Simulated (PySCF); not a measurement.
# Spin–spin coupling constants

Molfile (atoms numbered from 1):
```
C3H10GeN2
     RDKit          3D

 16 15  0  0  0  0  0  0  0  0999 V2000
    3.0725   -0.3678    0.0670 C   0  0  0  0  0  0  0  0  0  0  0  0
    1.9193   -0.7717    0.3817 N   0  0  0  0  0  0  0  0  0  0  0  0
    0.5889    0.4207    0.8936 Ge  0  0  0  0  0  4  0  0  0  0  0  0
   -0.7844    0.1098   -0.2722 N   0  0  0  0  0  0  0  0  0  0  0  0
   -1.1979   -1.2527   -0.4989 C   0  0  0  0  0  0  0  0  0  0  0  0
   -1.8355    1.0830   -0.4031 C   0  0  0  0  0  0  0  0  0  0  0  0
    3.4039    0.6943    0.0708 H   0  0  0  0  0  0  0  0  0  0  0  0
    3.8488   -1.0934   -0.2447 H   0  0  0  0  0  0  0  0  0  0  0  0
    0.2667    0.0845    2.3704 H   0  0  0  0  0  0  0  0  0  0  0  0
    1.0138    1.8990    0.7312 H   0  0  0  0  0  0  0  0  0  0  0  0
   -1.6158   -1.3623   -1.5169 H   0  0  0  0  0  0  0  0  0  0  0  0
   -0.3342   -1.9294   -0.4211 H   0  0  0  0  0  0  0  0  0  0  0  0
   -1.9763   -1.6020    0.2133 H   0  0  0  0  0  0  0  0  0  0  0  0
   -2.2865    1.0304   -1.4116 H   0  0  0  0  0  0  0  0  0  0  0  0
   -1.4404    2.1038   -0.2775 H   0  0  0  0  0  0  0  0  0  0  0  0
   -2.6624    0.9506    0.3279 H   0  0  0  0  0  0  0  0  0  0  0  0
  1  2  2  0
  2  3  1  0
  3  4  1  0
  4  5  1  0
  4  6  1  0
  1  7  1  0
  1  8  1  0
  3  9  1  0
  3 10  1  0
  5 11  1  0
  5 12  1  0
  5 13  1  0
  6 14  1  0
  6 15  1  0
  6 16  1  0
M  END
```

Indirect spin–spin couplings were computed at B3LYP/pcJ-1 (pcSseg-1 on Ge) (spin–dipole term only in couplings to heteroatoms) (PySCF 2.14.0 with density-fitted response routines) on a PBE0-D3(BJ)/def2-SVP structure, for the isolated molecule, without vibrational or relativistic corrections. Couplings are averaged over pairs made equivalent by symmetry, fast rotation or ring inversion, so a value needn't be that of the named pair in this geometry, while other rotamers aren't included; one pair stands for each set, and the list holds those of at least 1.5 Hz over up to four bonds.

Isotopes: 13C, 1H, 15N.

| pair | bonds | J (Hz) |
| --- | --- | --- |
| C1, N2 | 1 | -4.3 |
| C1, H7 | 1 | 165.8 |
| C1, H8 | 1 | 185.0 |
| N4, C5 | 1 | -7.7 |
| C5, H11 | 1 | ? |
| N2, N4 | 2 | ? |
| N2, H7 | 2 | ? |
| N2, H8 | 2 | ? |
| N2, H9 | 2 | -3.9 |
| N4, H9 | 2 | -6.3 |
| H7, H8 | 2 | 23.3 |
| H9, H10 | 2 | 36.8 |
| H11, H12 | 2 | -12.4 |
| C1, H9 | 3 | 4.1 |
| C5, H14 | 3 | ? |

Q: Estimate the withheld couplings, with signs.

A: 
- 1J(C5,H11) = 139.1 Hz (bond length 1.106 Å, sp3 carbon)
- 2J(N2,N4) = 2.1 Hz (angle at Ge3 105°)
- 2J(N2,H7) = 3.1 Hz (angle at C1 125°)
- 2J(N2,H8) = -12.6 Hz (angle at C1 120°)
- 3J(C5,H14) = 5.9 Hz (mean over equivalent pairs that range from 2.0 to 13.6 Hz in this conformer)

Relativistic effects of the heavier atoms present are left out.
